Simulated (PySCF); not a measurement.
**Löwdin shares of the frontier orbitals**

Species: C6H12O.
Structure used (GFN2-xTB), in Å, numbered top down from 1:
```
atom  x, y, z in Å
C1    -2.309    1.141    0.386
C2    -0.990    0.646    0.885
C3    -0.307   -0.389    0.412
C4    -0.734   -1.239   -0.750
C5     1.006   -0.808    1.033
O6     2.078   -0.824    0.111
C7     2.443    0.456   -0.337
H8    -2.979    1.325    1.225
H9    -2.178    2.086   -0.144
H10   -2.780    0.429   -0.285
H11   -0.583    1.208    1.717
H12   -1.436   -2.006   -0.421
H13    0.138   -1.733   -1.172
H14   -1.210   -0.645   -1.527
H15    1.250   -0.157    1.885
H16    0.930   -1.841    1.388
H17    1.608    0.962   -0.835
H18    2.785    1.082    0.497
H19    3.259    0.318   -1.043
```

The calculation used PySCF, TDDFT wB97X-D/def2-SVPD, vertical, gas phase, core orbitals frozen in the response.

Frontier orbitals with the atoms that hold most of them (Löwdin shares over 4%, at most four atoms; ? is withheld):

| orbital | ε (eV) | atoms |
| --- | --- | --- |
| HOMO-3 | -11.52 | C4 17%, C2 14%, C3 14%, C1 10% |
| HOMO-2 | -10.77 | O6 46%, C5 13%, C7 10%, C3 4% |
| HOMO-1 | -9.33 | ? |
| HOMO | -8.81 | C2 33%, C3 32%, C1 7%, C4 6% |
| LUMO | ? | ? |
| LUMO+1 | 2.30 | C2 16%, C3 12%, C1 12%, C7 9% |
| LUMO+2 | 2.92 | C1 19%, C7 14%, H10 8%, H18 8% |

Problem. Give the leading atoms of the HOMO-1.

Solution. O6 (bonded to 2 C) 57%; C7 (bonded to O and 3 H) 10%; C5 (bonded to C, O and 2 H) 8%; C3 (bonded to 3 C) 6%. By element: oxygen 57%, carbon 24% or more.

Problem. Give the leading atoms of the LUMO.

Solution. C2 (bonded to 2 C and H) 20%; C3 (bonded to 3 C) 18%; C5 (bonded to C, O and 2 H) 8%; C4 (bonded to C and 3 H) 8%.

Problem. What is the LUMO energy, and the HOMO–LUMO gap?

Solution. ε(LUMO) = 2.17 eV; the gap is 10.98 eV (0.4036 hartree).

Problem. How does S1 compare with the orbital gap of 10.98 eV?

Solution. S1 is at 6.97 eV (f = 0.0046), 4.02 eV below the gap, made of HOMO-1→LUMO (67%), HOMO-1→LUMO+1 (15%). Its leading pair isn't HOMO and LUMO; the energies of that pair differ by 11.50 eV. Without the coupling terms of the response equations the lowest excitation would equal the gap.

Next come S2 at 6.99 eV (f 0.028), HOMO→LUMO (40%), HOMO→LUMO+1 (37%); S3 at 7.10 eV (f 0.383), HOMO→LUMO+1 (50%), HOMO→LUMO (45%); S4 at 7.58 eV (f 0.029), HOMO-1→LUMO+1 (60%), HOMO-1→LUMO+2 (20%), HOMO-1→LUMO (12%); S5 at 7.84 eV (f 0.013), HOMO→LUMO+3 (44%), HOMO→LUMO+2 (38%), HOMO→LUMO+4 (9%).

Löwdin shares depend on the basis, the more so with diffuse functions.

Hardware: Arm Neoverse V1, one thread (shared host). Cost: 49 s.

One conformer stands for the species.
